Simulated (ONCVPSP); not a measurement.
# gallium (Ga): one change to an ONCV potential, before and after

| Quantity | Value |
| --- | --- |
| Element | Ga (Z = 31) |
| Generator | ONCVPSP 4.0.1 |
| Type | optimised norm-conserving Vanderbilt (ONCV) |
| Functional | LDA (Perdew-Wang 92) |
| Relativity | scalar-relativistic |
| Frozen core | [Ne] 3s2 |
| Valence charge | 19 |
| Reference configuration | 3p6 3d10 4s2 4p1 |
| Partial waves | 4s: rc 1.90 bohr, ncon 4, nbas 7, qcut 3.5 1/bohr, 2 projectors, debl 1.6 Ha; 3p+4p: rc 1.05 bohr, ncon 4, nbas 8, qcut 11.5 1/bohr, 2 projectors; 3d: rc 0.70 bohr, ncon 4, nbas 7, qcut 15 1/bohr, 1 projector |
| Local potential | polynomial inside 0.60 bohr (lpopt 2, dvloc0 4 Ha) |
| Core correction | polynomial model core, fcfact 0.5 |

All-electron outer shells of the reference configuration (LDA (PZ), scalar-relativistic, ld1.x):

```tsv
shell	level (eV)	outermost node (bohr)	outermost maximum (bohr)
2p	-1098.21	–	0.15
3s	-147.43	0.27	0.56
3p	-98.65	0.24	0.56
3d	-19.40	–	0.53
4s	-9.17	0.81	1.87
4p	-2.74	0.87	2.53
```

Change: d: qcut 10.2.

Cutoffs: the cutoffs (Ha) at which the residual kinetic energy of the hardest occupied pseudo-wave falls to 1 and 0.1 mHa per electron; they do not see the model core or the augmentation charge, which bear on the density cutoff. Errors are all-electron minus pseudo energies relative to the spin-unpolarised reference configuration.

Q: What does the change do?

A: The potential gets harder (326 Ha and 383 Ha → 380 Ha and 530 Ha); both files keep a bound ghost (s); of the 3 tests that both files solve, the error grows in 1 and shrinks in 0 by more than 15 % and 0.3 meV (median size 9.3 → 9.0 meV).

```csv
quantity,base,changed
"cutoff, loose",326 Ha,380 Ha
"cutoff, tight",383 Ha,530 Ha
loose cutoff by channel,"s 10 Ha, p 52 Ha, d 326 Ha","s 10 Ha, p 52 Ha, d 380 Ha"
bound ghosts,s,s
GHOST(+) flags under 300 eV,none,none
tests with a reliable result,3 of 4,3 of 4
"error for 3p6 3d10 4s2 4p0, meV [ΔE 5.88 eV]",-0.1,-0.1
"error for 3p6 3d10 4s1 4p0, meV [ΔE 27.38 eV]",-9.3,-9.0
"error for 3p5 3d10 4s2 4p1, meV [ΔE 108.03 eV]",-87,-104
s: phases at 1.92 bohr within 0.05 rad from the reference energy up to (Ha; the scan ends near 5),n/a,n/a
p: phases at 1.06 bohr within 0.05 rad from the reference energy up to (Ha; the scan ends near 5),to the end of the scan,to the end of the scan
d: phases at 0.71 bohr within 0.05 rad from the reference energy up to (Ha; the scan ends near 5),to the end of the scan,to the end of the scan
"rms error of d²Exc/dni dnj with the model core, mHa",0.79,0.96
```

 A true bound ghost makes a file unfit for plane-wave use even where its test errors are small: the radial tests pick states by their node count and pass the ghost by.
